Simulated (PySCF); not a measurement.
C5H14P2S.
Z-matrix (Å and degrees, PBE0-D3(BJ)/def2-SVP geometry), rows numbered from 1:
```
C 
C   1  1.5201
C   2  1.5231  1  112.62
P   3  1.8351  2  113.26  1  -173.27
P   4  2.2339  3  102.67  2   -73.77
S   4  1.9512  3  114.30  2    54.27
C   4  1.8370  3  105.56  2   179.11
C   7  1.5200  4  117.16  3    53.30
H   1  1.1017  2  111.10  3    59.34
H   1  1.1019  2  111.57  3   -60.52
H   1  1.0999  2  111.18  3   179.20
H   2  1.1023  1  110.56  3  -121.27
H   2  1.1039  1  109.61  3   122.18
H   3  1.1030  2  111.49  1    63.72
H   3  1.1043  2  110.26  1   -55.86
H   5  1.4278  4   91.11  3   177.67
H   5  1.4263  4   91.71  3    84.80
H   7  1.1030  4  104.22  3   -71.37
H   7  1.1022  4  104.48  3   177.84
H   8  1.0998  7  112.04  4   -60.65
H   8  1.1004  7  110.23  4   179.83
H   8  1.1009  7  111.81  4    60.35
```

Computed with delta-SCF UKS SCAN, pcX-2 on the ionised atom, pcseg-1 elsewhere, spin-free X2C (PySCF). The ground state was rerun for each ionised atom, in the same mixed basis as its hole state.

```
ionised atom  basis functions  E(ground) (Eh)  E(ionised) (Eh)
          C1              225     -1282.35905      -1271.67518
          C2              225     -1282.35996      -1271.67457
          C3              225     -1282.35982      -1271.67851
          C7              225     -1282.36011      -1271.67323
          C8              225     -1282.35895      -1271.66329
          P4              236     -1282.45332      -1203.39822
          P5              236     -1282.44326      -1203.43513
          S6              236     -1282.49175      -1191.54243
```

Problem. What are the 1s binding energies?

Solution. E(ionised) − E(ground), at 27.2114 eV a hartree:

```
atom                        environment  difference (Eh)  binding energy (eV)
  C1                      methyl carbon         10.68387               290.72
  C2                   chain CH2 carbon         10.68539               290.76
  C3     sp3 carbon bound to phosphorus         10.68131               290.65
  C7     sp3 carbon bound to phosphorus         10.68688               290.80
  C8                      methyl carbon         10.69566               291.04
  P4  phosphorus bonded to 2 C, P and S         79.05510              2151.20
  P5        three-coordinate phosphorus         79.00813              2149.92
  S6                 sulfur bonded to P         90.94932              2474.86
```

Problem. How much do the ground-state energies differ, and what would follow from using one of them for all holes?

Solution. They run from -1282.4917 Eh (core basis on S6) to -1282.3589 Eh (on C8), 0.1328 Eh or 3.61 eV apart, though the state is the same; only basis and grid differ. Pairing the ion of C8 with the ground state of S6 would put its binding energy 3.61 eV too high.

Only 1s holes are shown. The structure is a single PBE0-D3(BJ)/def2-SVP conformer in the gas phase; no vibrational or solvent corrections.

The run took 5.3 min wall on Intel Xeon Platinum 8259CL at 2.50 GHz, one thread, on a shared host, and the process peaked at 0.67 GiB of memory.
